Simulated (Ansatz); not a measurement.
Gas-phase electronic energies from Ansatz, PBE0-D4/def2-TZVP geometries. CCSD(T)/CBS adds triple-zeta CCSD(T) − MP2 to the extrapolated MP2 energy (def2 sets, frozen cores). This one scheme is used for every species. Functionals use def2-TZVPP. Open shells (•) are unrestricted, without spin–orbit coupling. Each species was taken in one conformer, which may not be the lowest.

Reaction (hydrogen abstraction from the Al–H bond): `[CH3][AlH][S]C` + `[CH3]`• → `[CH3][Al][S]C`• + CH₄

```csv
level,ΔE (kJ/mol)
revPBE-D4,-120.9
BHLYP,-95.2
CAM-B3LYP,-102.2
CCSD(T)/def2-TZVPP,-102.4
```

Problem. What does CCSD(T)/CBS give? (Estimate.)

Solution. Computed: -102.7 kJ/mol. The listed levels differ from it by -18.2, 7.5, 0.5, 0.3 kJ/mol.

Problem. What do rigid-rotor, harmonic-oscillator terms from PBE0-D4/def2-TZVP frequencies (298.15 K, 1 bar) make of the CCSD(T)/CBS value? (Best estimate.)

Solution. Ansatz gave: ΔZPE = +19.8 kJ/mol, ΔH = -84.0 kJ/mol, ΔS = 2 J/(mol·K), ΔG = -84.7 kJ/mol. Open shells count their whole term as degenerate. Modes under 50 cm⁻¹ make the entropy rough.

Largest T1 diagnostic among the species: 0.013.

From BLYP to BHLYP (50 % exact exchange), in def2-TZVPP and without D4, ΔE moves by +17.0 kJ/mol. Leaving LDA and LC-ωPBE aside and taking each functional with its dispersion term where it has one, the values, not all of them listed here, spread over 28.2 kJ/mol, from PBE-D4 to B97M-V. LDA lies −17.8 kJ/mol from PBE without D4. In def2-TZVPP, CCSD(T) changes the Hartree–Fock value by −28.9 kJ/mol (the triples alone add −4.6 kJ/mol) and MP2 by −38.2 kJ/mol.
